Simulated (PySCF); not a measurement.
SeF₃, SMILES F[Se+](F)F, charge +1. Atoms are numbered in the order given.

```xyz
4

Se     0.0000     0.0000     0.3683
F      1.2843    -0.7415    -0.4638
F     -1.2843    -0.7415    -0.4638
F      0.0000     1.4829    -0.4638
```
Charge +1, spin multiplicity 1.

Geometry: PBE-D3(BJ)/def2-SVP. The spin state was assumed, not searched. The isomer is the one that the SMILES or the coordinates give; other isomers of the formula were not compared.

The numbers are results of PBE-D3(BJ)/def2-SVP (PySCF 2.14.0), not measurements.

Frequencies are harmonic and unscaled.

Modes within 1.5 cm⁻¹ of each other (mostly degenerate sets) share a row, with their intensities summed.

Question: List the normal modes with their intensities. (An estimate is asked for; the answer gives what the named calculation found.)

Answer: 
```csv
mode,ν (cm⁻¹),IR (km/mol),moving atoms (share of kinetic energy)
1–2,252,9.8,"F 91 %, Se 9 %"
3,321,19.0,"F 75 %, Se 25 %"
4–5,753,137.3,"F 78 %, Se 22 %"
6,755,24.2,"F 83 %, Se 17 %"
```
